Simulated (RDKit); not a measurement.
Input for RDKit: UFF on CH5NOSn (SMILES C[O][Sn][NH2]), a point of a torsion scan.

```python
from rdkit import Chem
from rdkit.Chem import AllChem, rdDetermineBonds

blocks = [
'''9

C    -1.85244228   -0.22070452    0.18879933
O    -0.45949055   -0.12531756    0.20246314
Sn    1.10505939    0.37480150    1.45137791
N     2.44173701    0.01831124   -0.04575112
H    -2.33061755    0.74033447    0.40219423
H    -2.21802491   -0.95959136    0.90866297
H    -2.16058247   -0.53894744   -0.81134132
H     2.12831001   -0.28358167   -0.95970173
H     3.44996122    0.08695694   -0.06107240
''',
]
mol = None
for b in blocks:
    f = Chem.MolFromXYZBlock(b)
    rdDetermineBonds.DetermineBonds(f, charge=0)
    mol = f if mol is None else Chem.CombineMols(mol, f)
Chem.SanitizeMol(mol)
print(Chem.MolToSmiles(Chem.RemoveHs(mol)))
ff = AllChem.UFFGetMoleculeForceField(mol, vdwThresh=100.0, ignoreInterfragInteractions=False)
e = ff.CalcEnergy()
print(f'UFF energy {e:.6f} kcal/mol')
```

Output:

```
UFFTYPER: Warning: hybridization set to SP3 for atom 2
C[O][Sn-]=[NH2+]
UFF energy 47.868087 kcal/mol
```

The run finished.

Cost: around 0.010 core-seconds (rough).
